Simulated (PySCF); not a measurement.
## Ionising RbBi

ROHF-CCSD(T); PySCF, scalar-relativistic core potentials, basis sets Rb def2-SVP with ECP28, Bi def2-SVP with ECP60. Neutral (ROHF): triplet (π ↑↑), Re = 3.606 Å, ωe = 89.9 cm⁻¹, De = 0.59 eV.

RbBi⁺ (UHF): quartet (σ ↑, π ↑↑), Re = 4.185 Å, ωe = 34.1 cm⁻¹. The energies at the minima are -237.54903 hartree for RbBi and -237.38225 for RbBi⁺.

(1) Work out the adiabatic ionisation energy, without and with harmonic zero-point energies (1 hartree = 27.2114 eV, 1 eV = 8065.5 cm⁻¹), and the change of the bond length.

Correlated steps freeze 4 core orbitals. UHF and ROHF references stand side by side, which adds small steps between rows. Correlated levels converge slowly with the basis: in double zeta they bind strong bonds too weakly, by up to about 1 eV, and carry superposition errors of some tenths. These are scalar-relativistic numbers at best; spin–orbit coupling would shift them, the dissociation energy most. States were picked by a PBE0 search and need not be the measured ground states.

Neutral and ion stand on different kinds of reference determinant, which adds to the error of the difference.

Answers

(1) At CCSD(T): 0.16678 hartree = 4.538 eV between the minima; the zero-point term (34.1 − 89.9)/2 cm⁻¹ = -0.003 eV makes it 4.535 eV. Re changes by +57.9 pm against the neutral. The electron leaves a σ orbital, and the ion is left as a loose complex of an ion and an atom.
